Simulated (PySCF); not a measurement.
Compound: C₄H₆ClSi (doublet state).
Structure used (GFN2-xTB), in Å, numbered top down from 1:
```xyz
12
C4H6ClSi angstrom
C     -2.5715   -0.5588   -0.8042
C     -1.4524    0.1372   -0.6533
C     -0.2826   -0.2874    0.0917
Cl    -0.4109   -1.9205    0.8490
C      0.8192    0.3694    0.2658
Si     2.5152    0.6485    0.9139
H     -2.6988   -1.5334   -0.3657
H     -3.3969   -0.1692   -1.3745
H     -1.3416    1.1160   -1.1004
H      2.4207    1.7403    1.8839
H      3.0487   -0.5588    1.5560
H      3.3521    1.0161   -0.2293
```

The hyperfine couplings belong to this conformer and change with its torsions.

The species is `C=C/C(Cl)=[C]/[SiH3]` [radical].

Computed with UKS B3LYP, pcH-1 on C Cl H Si, non-relativistic, mean-field spin-orbit, GIAO in PySCF. One conformer (not necessarily the lowest) at the GFN2-xTB geometry, without solvent, vibrations or thermal averaging. Couplings are sensitive to structure, and on GFN2-xTB geometries they can be far from those on DFT ones. No stability test was run, so a lower SCF solution isn't excluded.

Task: What is the g tensor, term by term?

Result: 
| Δg (ppm) | 1 | 2 | 3 |
| --- | --- | --- | --- |
| relativistic mass correction | -168 | -168 | -168 |
| gauge correction | 27 | 13 | -2 |
| orbital Zeeman/spin–orbit | -3424 | 351 | 1021 |
| total | -3563 | 196 | 852 |

So g = 1.99876, 2.00252, 2.00317 and g_iso = 2.00148; the tensor is close to axial: the two nearest values differ by 15 % of g3 − g1. Axes: g1 points within 7° of the C5–Si6 bond and g3 points within 13° of the C3–Cl4 bond.

Task: Average each term over the three axes. Which is largest in size?

Result: The orbital-Zeeman/spin–orbit term -684, the mass correction -168 and the gauge correction 13 ppm, for a total of -838 ppm. The orbital-Zeeman/spin–orbit term is the largest in size. The mass correction is the same along every axis, so the anisotropy comes from the other two: their spans along these axes are 29 (gauge) and 4445 ppm (orbital Zeeman/spin–orbit).

Task: What effective moment and Curie constant follow for a powder?

Result: With the mean of g² = 4.0059 and S(S+1) = 0.75: μ_eff = √(⟨g²⟩S(S+1)) = 1.733 μB and χT = 0.12505·⟨g²⟩·S(S+1) = 0.376 cm³ K/mol (cgs; spin-Hamiltonian part alone).

Task: In a frozen sample, at which fields do the three g values resonate at 9.5, 34, 94 and 263 GHz (hyperfine left aside), and which band first spreads them over more than twice a line width of 0.3 mT?

Result: 
```json
{"band": "X", "GHz": "9.5", "B(g3) mT": "338.84", "B(g2) mT": "338.95", "B(g1) mT": "339.59", "spread mT": "0.75"}
{"band": "Q", "GHz": "34.0", "B(g3) mT": "1212.69", "B(g2) mT": "1213.09", "B(g1) mT": "1215.37", "spread mT": "2.68"}
{"band": "W", "GHz": "94.0", "B(g3) mT": "3352.73", "B(g2) mT": "3353.83", "B(g1) mT": "3360.13", "spread mT": "7.41"}
{"band": "J", "GHz": "263.0", "B(g3) mT": "9380.50", "B(g2) mT": "9383.58", "B(g1) mT": "9401.23", "spread mT": "20.72"}
```

The spread grows in proportion to the frequency. X band is the first where it exceeds 0.6 mT.

The Mulliken spin populations are largest on C5 (+0.97), C3 (-0.14) and Cl4 (+0.13). No atom but C5 exceeds +0.15.

The HOMO–LUMO gaps are 5.13 eV among the α and 3.67 eV among the β orbitals.
